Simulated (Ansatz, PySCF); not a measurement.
Dissociation curve of OH (cation, charge +1), triplet.

Levels: ROHF/aug-cc-pVDZ (Ansatz, a quantum-chemistry and plane-wave program); UKS-PBE0 = unrestricted PBE0/aug-cc-pVDZ (Ansatz); UKS-B3LYP/6-31G* = unrestricted B3LYP/6-31G*, spherical d in PySCF; FCI = full CI/aug-cc-pVDZ, frozen core (Ansatz).

Energies relative to the lowest point of each curve near equilibrium, in kJ/mol:

```json
[
 {"R / Å": "0.82", "ROHF": "109.7", "UKS-PBE0": "129.6", "UKS-B3LYP/6-31G*": "137.3"},
 {"R / Å": "0.89", "ROHF": "36.0", "UKS-PBE0": "49.2", "UKS-B3LYP/6-31G*": "53.8"},
 {"R / Å": "1.01", "ROHF": "0.0", "UKS-PBE0": "1.2", "UKS-B3LYP/6-31G*": "2.0"},
 {"R / Å": "1.04", "ROHF": "1.8", "UKS-PBE0": "0.0", "UKS-B3LYP/6-31G*": "0.0"},
 {"R / Å": "1.06", "ROHF": "4.6", "UKS-PBE0": "0.8", "UKS-B3LYP/6-31G*": "0.3"},
 {"R / Å": "1.10", "ROHF": "13.3", "UKS-PBE0": "5.6", "UKS-B3LYP/6-31G*": "4.2"},
 {"R / Å": "1.14", "ROHF": "25.1", "UKS-PBE0": "13.6", "UKS-B3LYP/6-31G*": "11.3"},
 {"R / Å": "1.21", "ROHF": "50.9", "UKS-PBE0": "32.9", "UKS-B3LYP/6-31G*": "29.3"},
 {"R / Å": "1.38", "ROHF": "124.7", "UKS-PBE0": "93.0", "UKS-B3LYP/6-31G*": "86.1"},
 {"R / Å": "1.53", "ROHF": "189.5", "UKS-PBE0": "147.3", "UKS-B3LYP/6-31G*": "137.1"},
 {"R / Å": "1.84", "ROHF": "299.7", "UKS-PBE0": "236.1", "UKS-B3LYP/6-31G*": "220.8"},
 {"R / Å": "2.54", "ROHF": "429.7", "UKS-PBE0": "327.5", "UKS-B3LYP/6-31G*": "308.5"}
]
```

Q: Predict the corresponding FCI column.

A: 0.82: 130.2; 0.89: 49.4; 1.01: 1.2; 1.04: 0.0; 1.06: 0.8; 1.10: 5.4; 1.14: 13.2; 1.21: 32.1; 1.38: 90.8; 1.53: 144.9; 1.84: 242.3; 2.54: 379.2 (kJ/mol).

The unrestricted determinant behind UKS-PBE0, UKS-B3LYP/6-31G* is spin-contaminated at 1.71 to 4.10 Å (<S²> up to 2.5, against 2.00 for a pure triplet).
